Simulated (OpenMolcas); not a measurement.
**Co IV: Racah parameters, the spin-orbit constant, worked from levels**

```json
{
 "Program": "OpenMolcas 26.06",
 "Basis": "ANO-RCC-VQZP [7s6p4d3f2g1h]",
 "Scalar Hamiltonian": "DKH2, point nucleus",
 "Active space": "6 electrons in 5 orbitals (3d)",
 "State averaging": "2S+1 = 5 even, 5 roots; 2S+1 = 3 even, 45 roots; 2S+1 = 1 even, 50 roots",
 "Spin-orbit coupling": "RASSI with atomic mean-field integrals over the reference wave functions, term energies averaged over their components"
}
```

Methods: CASSCF; MS-CASPT2, IPEA 0.25 Eh, imaginary shift 0.1 Eh (closed shells correlated: 3s 3p). Measured levels: Sugar and Corliss, J. Phys. Chem. Ref. Data 10, 1097 (1981).

**Racah parameters.** Above ⁵D, d6 has ³G at 9B + 4C, ³H at 4B + 4C and ³D at 16B + 4C. The first two fix B and C, and the third tests them; where it misses by thousands of cm-1, two parameters do not describe the configuration (Trees and configuration-interaction terms are left out) and B and C hang on the terms chosen. Term energies are centres of gravity, weighted by 2J + 1.

```
   Source     ³G     ³H     B     C   C/B  ³D from B, C  ³D found
   CASSCF  32973  25943  1406  5080  3.61         42816     42364
MS-CASPT2  29166  23605  1112  4789  4.31         36948     36350
```

Energies in cm-1. From CASSCF to MS-CASPT2, B changes by -20.9 % and C by -5.7 %.

**The spin-orbit constant.** For the Hund term ⁵D of d6, E(J) = (A/2) J(J+1) + constant and ζ = -2S·A = -4A. From J = 0 to J = 4 the energy changes by 10 A.

| Source | E(4) - E(0) | A | ζ |
| --- | --- | --- | --- |
| CASSCF | -1463.7 | -146.4 | 585 |
| MS-CASPT2 | -1455.9 | -145.6 | 582 |
| measured | -1493.6 | -149.4 | 597 |

All in cm-1. MS-CASPT2 is off by -2.5 % and CASSCF by -2.0 %. Both methods take the spin-orbit matrix elements from the reference wave functions, so the second can move ζ only through the term energies and any multistate remixing. Second-order mixing with other terms is absorbed into this ζ.

CASPT2 does not keep the components of a term degenerate, so their means are used; among the terms shown or strongly mixed into the levels shown the widest spread is 300 cm-1 (3d⁶ ³G, MS-CASPT2). Without dynamic correlation excited terms often stand tens of per cent too high (terms of higher spin than the ground term too low), and those without a measured partner can miss by more than the paired ones (holds for CASSCF). Measured partners are found by configuration, term and J. A level has none where our copy of the source lacks it or the pairing is in doubt (some pairs that miss far off the trend of their configuration count as doubtful), and it then counts in no deviation. Levels of configurations outside the active space are missing.
